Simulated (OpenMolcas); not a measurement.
**C6H10O (cyclohexanone): the vertical energy of the triplet above the singlet from total energies**

C6H10O has 17 atoms, charge 0, and is taken as a singlet. As SMILES, `O=C1CCCCC1`. The shape is that of a PBE0-D4/def2-TZVP optimisation. This is one conformer, not always the lowest.

Both states at this one shape; open shells run unrestricted unless said. 1 Eh = 27.2114 eV.

```tsv
level	program	singlet C6H10O (Eh)	triplet C6H10O (Eh)
SVWN5/6-31G* (spherical functions)	OpenMolcas	-307.140854	-307.002973
r2SCAN/6-31G* (spherical functions)	OpenMolcas	-309.696914	-309.565522
B3LYP/6-31G* (spherical functions)	OpenMolcas	-309.884803	-309.747608
BHLYP/6-31G* (spherical functions)	OpenMolcas	-309.699296	-309.564606
```

**Question.** Work out the vertical gap, second state less first, at each level.

**Answer.** 
1. SVWN5/6-31G* (spherical functions): -307.002973 − (-307.140854) = 0.137881 Eh = 3.75 eV.
2. r2SCAN/6-31G* (spherical functions): -309.565522 − (-309.696914) = 0.131392 Eh = 3.58 eV.
3. B3LYP/6-31G* (spherical functions): -309.747608 − (-309.884803) = 0.137195 Eh = 3.73 eV.
4. BHLYP/6-31G* (spherical functions): -309.564606 − (-309.699296) = 0.134690 Eh = 3.67 eV.

No measured value is set beside it here; the levels span 3.58 to 3.75 eV.
